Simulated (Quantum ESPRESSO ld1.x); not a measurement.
Q: Ir, configuration [Xe] 4f14 5d7 6s2. Calculated with ld1.x of Quantum ESPRESSO 7.5: non-relativistic Kohn-Sham, BLYP, spin-unpolarised, spherical densities, point nucleus; relativity is left out, which matters for an element this heavy. Some entries of the table are withheld. Estimate them.

| orbital | occ. | eigenvalue (hartree) | r(max) (bohr) |
|---|---|---|---|
| 1s | 2 | (1) | 0.01305 |
| 2s | 2 | -422.432 | 0.07100 |
| 2p | 6 | -405.684 | 0.05508 |
| 3s | 2 | -97.9760 | 0.1944 |
| 3p | 6 | -90.1288 | 0.1830 |
| 3d | 10 | (2) | 0.1440 |
| 4s | 2 | (3) | 0.4351 |
| 4p | 6 | -16.9766 | (4) |
| 4d | 10 | -10.8498 | 0.4289 |
| 5s | 2 | -2.89645 | 0.9779 |
| 4f | 14 | -2.71726 | (5) |
| 5p | 6 | (6) | 1.043 |
| 5d | 7 | -0.32173 | 1.283 |
| 6s | 2 | -0.18435 | 2.702 |

A: 
(1) 1s eigenvalue (hartree): -2545.83
(2) 3d eigenvalue (hartree): -75.4859
(3) 4s eigenvalue (hartree): -20.3195
(4) 4p r(max) (bohr): 0.4349
(5) 4f r(max) (bohr): 0.3891
(6) 5p eigenvalue (hartree): -1.86967
